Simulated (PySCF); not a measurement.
H2B, doublet, at a GFN2-xTB geometry. Base run: B3LYP/3-21G in PySCF.

Here is a job for PySCF.
```python
from pyscf import gto, scf, dft

mol = gto.M(
    atom='''
B     0.002713    0.144076    0.007331
H    -1.049928   -0.341529    0.000979
H     1.036363   -0.378852   -0.037633
''',
    basis='3-21g',
    charge=0,
    spin=1,
    verbose=3,
)

mf = dft.UKS(mol)
mf.xc = 'b3lyp'
mf.kernel()
```

Variants of this job, named by their change:

```csv
change,ΔE vs base (µEh),grid points,electrons on the grid
base,0.0,33664,7.00000
grids.prune = off,0.2,52856,7.00000
"grids.atom_grid = (75, 302)",0.0,43728,7.00000
grids.becke_scheme = stratmann,-0.8,33664,7.00000
"grids.atom_grid = (30, 110)",43.1,7392,6.99988
"grids.atom_grid = (50, 194)",-0.1,19864,7.00000
grids.level = 1,5.3,10128,6.99998
grids.radi_method = mura_knowles,0.0,31760,7.00000
grids.level = 2,0.0,21952,7.00000
grids.radi_method = gauss_chebyshev,0.0,32728,7.00000
grids.level = 7,0.3,186840,7.00000
```

Open shells are given as the SCF converged; they aren't shown to be the lowest states, and a large step between rows can be another state.
